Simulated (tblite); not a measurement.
C7H13O2P.
Atom-mapped SMILES: `[CH2:1]=[CH:2][P@:3](=[O:4])([CH2:5][CH3:6])[CH2:7][C:8]([CH3:9])=[O:10]` (hydrogens: H11, H12 on C1; H13 on C2; H14, H15 on C5; H16, H17, H18 on C6; H19, H20 on C7; H21, H22, H23 on C9)

Computed geometry: GFN2-xTB, gas phase.

Entries marked ? are missing. Bonds in one row agree within 0.01 Å.

| coordinate | value |
| --- | --- |
| C1=C2 | 1.321 Å |
| C2–P3 | ? |
| P3=O4 | 1.468 Å |
| P3–C5 | 1.838 Å |
| C5–C6 | 1.521 Å |
| P3–C7 | ? |
| C7–C8 | 1.504 Å |
| C8–C9 | 1.497 Å |
| C8=O10 | ? |
| C1–H11 | 1.078 Å |
| C1–H12 | 1.079 Å |
| C2–H13 | 1.080 Å |
| C5–H14 | 1.090 Å |
| C5–H15 | 1.092 Å |
| C6–H16, C6–H17, C6–H18 | 1.089 Å |
| C7–H19 | 1.090 Å |
| C7–H20 | 1.089 Å |
| C9–H21, C9–H22, C9–H23 | 1.088 Å |
| C1–C2–P3 | 118.8° |
| C2–P3–O4 | 114.2° |
| C2–P3–C5 | 105.4° |
| C2–P3–C7 | 103.2° |
| O4–P3–C5 | 114.6° |
| O4–P3–C7 | 113.0° |
| C5–P3–C7 | 105.3° |
| P3–C5–C6 | 108.3° |
| P3–C7–C8 | 104.3° |
| C7–C8–C9 | ? |
| C7–C8–O10 | ? |
| C9–C8–O10 | ? |

**Question.** Fill in the missing values.

**Answer.** 
- C2–P3 = 1.815 Å, drawn single (alkene CH carbon to phosphoryl phosphorus); 0.02 Å above the sum of covalent radii, 1.80 Å.
- P3–C7 = 1.860 Å, drawn single (phosphoryl phosphorus to sp3 carbon bound to phosphorus); 0.03 Å above the sum of covalent radii, 1.83 Å.
- C8=O10 = 1.207 Å, drawn double (ketone carbonyl carbon to ketone oxygen); 0.18 Å below the sum of covalent radii, 1.39 Å.
- C7–C8–C9 = 114.6°, at the ketone carbonyl carbon; the outer atoms are 2.525 Å apart.
- C7–C8–O10 = 121.4°, at the ketone carbonyl carbon; the outer atoms are 2.369 Å apart.
- C9–C8–O10 = 123.9°, at the ketone carbonyl carbon; the outer atoms are 2.390 Å apart.

Radii are Cordero's, carbon taken as 0.76, 0.73 or 0.69 Å for four, three, and two or fewer neighbours.

Its GFN2-xTB frequencies are all real (lowest 43 cm⁻¹). The numbers are those of one conformer (C1–C2–P3–O4 3°, C2–P3–C5–C6 73°, C2–P3–C7–C8 179°, P3–C7–C8–C9 89°). 3 starts were optimised and ended at 0.00, 0.17 and 0.56 kcal/mol (GFN2-xTB); the lowest of these is shown.
